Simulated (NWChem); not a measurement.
Species: GeH$_{4}$TeO; SMILES O[Te][GeH3]

```xyz
7

Te     0.3047     0.9102    -0.0035
O     -1.6793     1.2639    -0.0661
H     -1.9649     1.3257     0.8548
Ge    -0.0085    -1.6367    -0.0045
H      1.3960    -2.2681     0.0478
H     -0.8233    -2.0569     1.2322
H     -0.7449    -2.0698    -1.2826
```
Atoms are numbered in this order, from 1.

Program: NWChem. Geometry: optimised at PBE0/def2-SVP (def2 core potentials past Kr).

For level Hartree-Fock/STO-3G, non-relativistic:

highest occupied level (eV): -6.22
orbital gap (eV): 13.03
dipole (D): 2.15

Q: How do the values read with level Hartree-Fock/3-21G, non-relativistic instead?

A: The highest occupied level (eV) is -8.65 and the orbital gap (eV) comes out as 10.48. The dipole (D) comes out as 2.42.
